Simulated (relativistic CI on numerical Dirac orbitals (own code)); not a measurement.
# Level scheme of Os52+

These numbers are calculated, not measured: Dirac-Coulomb-Breit CI, orbitals from a KLI potential per configuration, model QED (radiative potential, 1s self-energy scaled to tabulated hydrogen-like ionisation energies), unscaled Slater integrals (own radial code, finite nucleus).

CI space (outside the closed core [Ne]): 3s²3p⁶3d⁶, 3s²3p⁵3d⁷, 3s²3p⁴3d⁸, 3s3p⁶3d⁷, 3p⁶3d⁸, 3s3p⁵3d⁸, 3s²3p⁶3d⁵4s, 3s²3p⁶3d⁵4p, 3s²3p⁴3d⁷4s, 3s²3p⁶3d⁵4d, 3s²3p⁵3d⁶4s, 3s²3p⁶3d⁵4f, 3s²3p⁶3d⁴4s², 3s3p⁶3d⁶4s, 3p⁶3d⁷4s, 3p⁶3d⁷4p. Levels of other configurations are missing.

The lowest level is 3s²3p⁶3d⁶ ³F4, with 41 % of that term; Hund's rules for 3s²3p⁶3d⁶ give ⁵D with J = 4, of which the calculation keeps J, while another term leads.

```csv
No.,Configuration,Term,J,E (cm⁻¹),%,Next component (%)
1,3s²3p⁶3d⁶,³F,4,0,41,29 ⁵D
2,3s²3p⁶3d⁶,³P,2,65547,39,21 ³D
3,3s²3p⁶3d⁶,³P,0,217538,54,31 ¹S
4,3s²3p⁶3d⁶,⁵D,3,583157,61,26 ³F
5,3s²3p⁶3d⁶,⁵D,4,594460,45,23 ³H
6,3s²3p⁶3d⁶,⁵D,1,623633,46,32 ³P
7,3s²3p⁶3d⁶,³H,6,662426,66,34 ¹I
8,3s²3p⁶3d⁶,³G,5,662568,61,39 ³H
9,3s²3p⁶3d⁶,³F,2,719560,47,23 ³P
10,3s²3p⁶3d⁶,³D,3,732747,33,26 ³G
11,3s²3p⁶3d⁶,³P,0,810889,65,29 ¹S
12,3s²3p⁶3d⁶,¹G,4,849594,44,26 ³G
13,3s²3p⁶3d⁶,³D,2,856604,31,22 ³P
14,3s²3p⁶3d⁶,³P,1,857093,66,28 ³D
15,3s²3p⁶3d⁶,³F,3,871427,56,38 ¹F
16,3s²3p⁶3d⁶,⁵D,2,1211718,64,24 ³P
17,3s²3p⁶3d⁶,⁵D,0,1235972,65,34 ¹S
18,3s²3p⁶3d⁶,³H,4,1263510,42,36 ³F
19,3s²3p⁶3d⁶,⁵D,3,1291628,32,22 ³D
20,3s²3p⁶3d⁶,³H,5,1300256,61,39 ³G
21,3s²3p⁶3d⁶,¹I,6,1328447,66,34 ³H
22,3s²3p⁶3d⁶,³F,3,1357865,42,40 ³G
23,3s²3p⁶3d⁶,³D,1,1377341,50,42 ³P
24,3s²3p⁶3d⁶,¹G,4,1394007,50,33 ³G
25,3s²3p⁶3d⁶,³F,2,1405203,35,32 ³P
26,3s²3p⁶3d⁶,³F,2,1502175,67,19 ³P
27,3s²3p⁶3d⁶,³F,4,1544156,62,33 ¹G
28,3s²3p⁶3d⁶,¹D,2,1693692,78,9 ³P
29,3s²3p⁶3d⁶,¹S,0,1842795,80,19 ³P
30,3s²3p⁶3d⁶,³P,1,1894346,60,40 ⁵D
```

Energies count from the lowest computed level.

The mean weight of the leading LS term, summed over parents, in these 30 levels is 54 %, and that of the leading jj configuration (from the same eigenvectors) 97 %, so jj coupling describes them better and the LS labels are nominal.

At this charge energies of transitions that change n are usually good to better than 1 %, and those within a shell (Δn = 0) to a few per cent.

LS names give the leading component of a level, which can be under half, so a name can repeat, a term be missing and a line seem to break the LS rules.
